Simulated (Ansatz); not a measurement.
GaGeH5Te, SMILES `[GaH2][Te][GeH3]`: the same geometry under several functionals.

```yaml
crystal:
  periodic: [false, false, false]
  atoms:
    - {symbol: Ga, position_ang: [-1.102270, 1.701039, -0.573091]}
    - {symbol: Te, position_ang: [1.216296, 1.248655, 0.277048]}
    - {symbol: Ge, position_ang: [0.892531, -1.287232, 0.454783]}
    - {symbol: H, position_ang: [-2.065030, 0.485774, -0.773704]}
    - {symbol: H, position_ang: [-1.449094, 3.198204, -0.858127]}
    - {symbol: H, position_ang: [1.035621, -1.709782, 1.924838]}
    - {symbol: H, position_ang: [1.975251, -1.984679, -0.382552]}
    - {symbol: H, position_ang: [-0.503305, -1.651977, -0.069195]}
basis:
  gaussian: {orbitals: def2-TZVPP}
hamiltonian: {xc: pbe, dispersion: d4}
output: {forces: true, orbitals: {seedname: orbitals}}
```

```sh
$ ansatz run in.yaml --threads 4 --pin off --events-out ev --progress --plain --max-ram 10444MiB
```

It prints (some lines left out):

```
Functional definition: PBE
  name "PBE"
  cite "Perdew, Burke & Ernzerhof, Phys. Rev. Lett. 77, 3865 (1996) doi:10.1103/PhysRevLett.77.3865"
  parent pbe
  parameter kappa = 0.804
  parameter beta = 0.06672455060314922
  exchange = pbe_x(kappa = kappa, mu = beta*pi^2/3)
  correlation = pbe_c(beta = beta)
1407 factors; their error is unknown
mean field evaluation 1: about -116253.1220 eV, gradient 4.3e1 eV
mean field evaluation 2: about -116252.4615 eV, gradient 6.0e1 eV
mean field evaluation 4: about -116255.3094 eV, gradient 3.2e0 eV
mean field evaluation 8: about -116255.3285 eV, gradient 9.1e-2 eV
mean field evaluation 16: about -116255.1837 eV, gradient 2.9e-4 eV
mean field -116255.18371555 eV, -4272.2992009527 hartree, gradient 5.4e-5 eV, S^2 0.000000; 0 other end points of the search recorded, 0 dependent functions left out
the calculation of the forces begins
reference -116255.18375986 eV, -4272.2992025810 hartree; 46, 46 occupied and 170, 170 virtual orbitals, 1407 factors
Total energy: -116255.40367464 eV, -4272.3072843002 hartree
Atom 0 at    -1.102270     1.701039    -0.573091 Å, force    -0.082728     0.014827    -0.032065 eV/Å
Atom 1 at     1.216296     1.248655     0.277048 Å, force     0.168599     0.195891     0.036542 eV/Å
Atom 2 at     0.892531    -1.287232     0.454783 Å, force    -0.013753    -0.052314     0.000933 eV/Å
Atom 3 at    -2.065030     0.485774    -0.773704 Å, force    -0.047861    -0.080751    -0.007304 eV/Å
Atom 4 at    -1.449094     3.198204    -0.858127 Å, force    -0.009523     0.090807    -0.012852 eV/Å
Atom 5 at     1.035621    -1.709782     1.924838 Å, force     0.016933    -0.051511     0.153655 eV/Å
Atom 6 at     1.975251    -1.984679    -0.382552 Å, force     0.113773    -0.079321    -0.085200 eV/Å
Atom 7 at    -0.503305    -1.651977    -0.069195 Å, force    -0.145440    -0.037629    -0.053709 eV/Å
Dipole moment:    -0.055505    -0.119789    -0.005409 e Å
```

Run time 2.3 s (4 threads of an Arm Neoverse V2 on a shared host); peak host memory 0.3 GiB.

Changing it to `hamiltonian: {xc: {name: PBE-QIDH}}` and no forces (abridged; 5.5 s):

```
Functional definition: PBE-QIDH
mean field evaluation 16: about -116226.2187 eV, gradient 8.3e-5 eV
mean field -116226.21873363 eV, -4271.2347575001 hartree, gradient 5.4e-6 eV, S^2 0.000000
22 core orbitals not correlated: weight in the atoms' cores, before any rotation towards them, 1.000 or more for the frozen orbitals, at most 0.000 for the correlated occupied ones
second order -29.20799491 eV of doubles, -0.00000000 eV of singles
Total energy: -116235.95474561 eV, -4271.5925493412 hartree
```

With the line `hamiltonian: {xc: {name: B2PLYP}}` and no forces (abridged; 5.5 s):

```
Functional definition: B2PLYP
mean field evaluation 16: about -116238.8247 eV, gradient 1.8e-5 eV
mean field -116238.82466723 eV, -4271.6980170155 hartree, gradient 6.6e-6 eV, S^2 0.000000
22 core orbitals not correlated: weight in the atoms' cores, before any rotation towards them, 1.000 or more for the frozen orbitals, at most 0.000 for the correlated occupied ones
second order -31.29775668 eV of doubles, -0.00000000 eV of singles
Total energy: -116247.27523979 eV, -4272.0085698292 hartree
```

Changing it to `hamiltonian: {xc: {name: BLYP}, dispersion: d4}` and no forces (abridged; 1.9 s):

```
Functional definition: BLYP
mean field evaluation 16: about -116273.8069 eV, gradient 9.0e-5 eV
mean field -116273.80691528 eV, -4272.9835909194 hartree, gradient 5.7e-5 eV, S^2 0.000000
Total energy: -116274.26109613 eV, -4273.0002817577 hartree
```

Changing it to `hamiltonian: {xc: {name: revPBE}, dispersion: d4}` and no forces (abridged; 1.9 s):

```
Functional definition: revPBE
mean field evaluation 16: about -116265.2186 eV, gradient 2.3e-4 eV
mean field -116265.21863074 eV, -4272.6679772839 hartree, gradient 3.7e-5 eV, S^2 0.000000
Total energy: -116265.70302215 eV, -4272.6857783400 hartree
```

With the line `hamiltonian: {xc: {name: LC-wPBE}}` and no forces (abridged; 2.5 s):

```
Functional definition: LC-wPBE
mean field evaluation 16: about -116258.9800 eV, gradient 3.8e-5 eV
mean field -116258.97999047 eV, -4272.4387114826 hartree, gradient 3.8e-5 eV, S^2 0.000000
Total energy: -116258.97999047 eV, -4272.4387114829 hartree
```
